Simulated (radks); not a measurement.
The numbers below are computed, except where a source is named.
The dysprosium ion Dy50+, configuration [Ne] 3s2 3p4.

Code: a radial shooting solver on a logarithmic mesh with Libxc functionals. Model: Dirac Kohn-Sham, LDA (Slater exchange, Perdew-Wang correlation), spin-unpolarised, spherical densities, finite nucleus; open shells fill j = l - 1/2 first; Fermi nuclear charge, rms radius 5.2218 fm.

Energy parts (eV):
total: -263907.13
kinetic: 294960.93
electron-nucleus: -585775.34
Hartree: 30623.70
exchange-correlation: -3716.41

Orbitals (lengths in bohr, moments of r in powers of bohr; <r^-3> diverges for s and p1/2):
orbital  occ.  eigenvalue (eV)  <r^-3>  small-component weight
1s1/2       2        -57024.45       -                6.07e-02
2s1/2       2        -12266.34       -                1.38e-02
2p1/2       2        -11873.73       -                1.38e-02
2p3/2       4        -11056.76   11250                1.27e-02
3s1/2       2        -4825.373       -                5.26e-03
3p1/2       2        -4680.058       -                5.20e-03
3p3/2       2        -4470.354    3013                4.94e-03
3d3/2       0        -4265.321   531.0                4.76e-03
3d5/2       0        -4215.273   469.0                4.69e-03
4s1/2       0        -2540.216       -                2.70e-03
4p1/2       0        -2478.094       -                2.66e-03
4p3/2       0        -2396.621    1190                2.56e-03

The highest occupied level is 3p3/2 at -4470.4 eV. For comparison, the ionisation energy in NIST's Atomic Spectra Database is 4523 eV (theoretical). In exact Kohn-Sham theory the highest level is minus the ionisation energy, but local and semilocal functionals leave it too shallow, through self-interaction and a potential that decays too fast; potentials with the right tail come closer. Summed over all electrons, <r^2> = 0.3710 bohr^2, which gives a Langevin (diamagnetic) susceptibility term of -0.294 x 10^-6 cm^3/mol. The density falls to 0.001 e/bohr^3 at r = 0.64 bohr. The electron density at the nucleus is 7.383e+05 e/bohr^3.

Beside tabulated values, note that spin-unpolarised runs miss the spin-polarisation part of the exchange energy of open shells.
